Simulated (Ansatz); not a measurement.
neodymium atom (Nd), quintet (core potentials on Nd); HF/def2-SVP run with Ansatz (a first-principles code).

The Ansatz input:
Ansatz 0.2 input:
```yaml
crystal:
  periodic: [false, false, false]
  atoms:
    - {symbol: Nd, position_ang: [0.00000000, 0.00000000, 0.00000000]}
basis:
  gaussian:
    orbitals: def2-SVP
hamiltonian:
  xc: hf
magnetization: {spin_polarized: true, initial_magnetization: 4}
```

Output, abridged:

```
Functional definition: HF
557 factors; integrals over basis functions are off by at most 2.0e-4 eV
mean field evaluation 1: about -15226.3345 eV, gradient 1.5e1 eV
mean field evaluation 2: about -15226.3403 eV, gradient 1.5e1 eV
mean field evaluation 4: about -15227.5314 eV, gradient 3.6e0 eV
mean field evaluation 8: about -15227.5671 eV, gradient 1.2e-1 eV
mean field evaluation 16: about -15227.7488 eV, gradient 1.4e0 eV
mean field evaluation 32: about -15228.4204 eV, gradient 3.0e0 eV
mean field evaluation 64: about -15228.2652 eV, gradient 9.8e-1 eV
mean field evaluation 96: about -15228.4073 eV, gradient 3.6e-1 eV
mean field evaluation 128: about -15228.4074 eV, gradient 4.8e-1 eV
mean field evaluation 160: about -15226.5510 eV, gradient 1.5e1 eV
mean field evaluation 192: about -15227.9741 eV, gradient 8.3e0 eV
mean field evaluation 224: about -15228.4384 eV, gradient 1.2e-3 eV
mean field evaluation 256: about -15228.2531 eV, gradient 1.9e-1 eV
mean field evaluation 288: about -15227.5308 eV, gradient 3.5e0 eV
mean field evaluation 320: about -15228.0274 eV, gradient 1.1e0 eV
mean field evaluation 352: about -15226.9962 eV, gradient 9.2e-1 eV
mean field evaluation 384: about -15226.7165 eV, gradient 6.6e-1 eV
mean field evaluation 416: about -15227.8764 eV, gradient 3.0e0 eV
mean field evaluation 448: about -15227.1395 eV, gradient 3.2e0 eV
mean field evaluation 480: about -15227.7600 eV, gradient 6.4e-1 eV
mean field evaluation 512: about -15227.7684 eV, gradient 7.7e-2 eV
mean field evaluation 544: about -15220.4048 eV, gradient 4.2e1 eV
mean field -15228.43838863 eV, -559.6347885760 hartree, gradient 5.5e-6 eV, S^2 6.004691; 8 other end points of the search recorded, 0 dependent functions left out
reference -15228.43838863 eV, -559.6347885760 hartree; 18, 14 occupied and 60, 64 virtual orbitals, 557 factors
Total energy: -15228.43838863 eV, -559.6347885760 hartree
```
